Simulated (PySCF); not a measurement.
A structure optimised at PBE-D3(BJ)/def2-SVP, used in a PySCF frequency run:

```
Zn
Se 1 2.2940
H 2 1.4879 1 89.45
I 1 2.4424 3 147.29 2 180.00
```
Charge 0, spin multiplicity 1.

Task: Write its SMILES, formula and point group.

Result: [SeH][Zn][I], HISeZn, Cs

Task: What are its rotational constants (standard atomic weights)?

Result: 229.35, 0.45159, 0.45071 GHz
